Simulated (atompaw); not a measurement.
Ranking PAW (atompaw) potentials for hydrogen

All share these settings but for the change named:

```json
{
 "Element": "hydrogen (H)",
 "Generator": "atompaw 4.2.0.5",
 "Type": "PAW",
 "Functional": "PBE",
 "Relativity": "scalar-relativistic",
 "Frozen core": "none",
 "Valence charge": "1",
 "Reference configuration": "1s1",
 "Partial waves": "1s (bound): rc 1.40 bohr; 1s channel at 0.55 Ry: rc 1.40 bohr; 2p channel at 0.1 Ry: rc 1.10 bohr",
 "Local potential": "troulliermartins scheme with l = 2 at -0.5 Ry, radius 0.95 bohr",
 "Core correction": "none",
 "Augmentation charge": "sinc compensation charge, radius 1.20 bohr; PAW radius 1.40 bohr; waves and projectors: custom polynom vanderbiltortho"
}
```

Cutoff: the first of the cutoffs (Ry, on a coarse ladder) from which the occupation-weighted sum of valence levels, in a spherical-Bessel basis at the reference potential, stays within 10 and 1 mRy of its value at 400 Ry; the density cutoff is not measured.

The base gives 12 Ry.

Of 9 variants that were run, those that failed, showed a ghost or another fault, or gave nearly equal values are left out.

A variant can come out equal or close to the base.

**Question.** Rank these variants from softest to hardest (loose cutoff).
A. wave 2p channel at 0.1 Ry: rc 1.10 bohr becomes 2p channel at 0.45 Ry: rc 1.10 bohr
B. augmentation sinc compensation charge, radius 1.20 bohr; PAW radius 1.40 bohr; waves and projectors: custom polynom2 7 10 vanderbiltortho
C. augmentation sinc compensation charge, radius 1.20 bohr; PAW radius 1.40 bohr; waves and projectors: custom rrkj gramschmidtortho

**Answer.** B (10 Ry), A (12 Ry), C (15 Ry).
